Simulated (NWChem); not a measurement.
Species: BH₃O; SMILES BO

Results from NWChem. All runs use the structure optimised with PBE0/def2-SVP. B3LYP is NWChem's, with the RPA form of VWN correlation. Ions are spin-unrestricted doublets at the neutral geometry; other ion states weren't tried.

**Question.** What does the run give for B3LYP/def2-SVP? Quantities: vertical ionisation energy, ΔSCF (eV); −ε(HOMO) (eV).

**Answer.** 
```json
{
 "vertical ionisation energy, ΔSCF (eV)": "11.67",
 "−ε(HOMO) (eV)": "8.47"
}
```
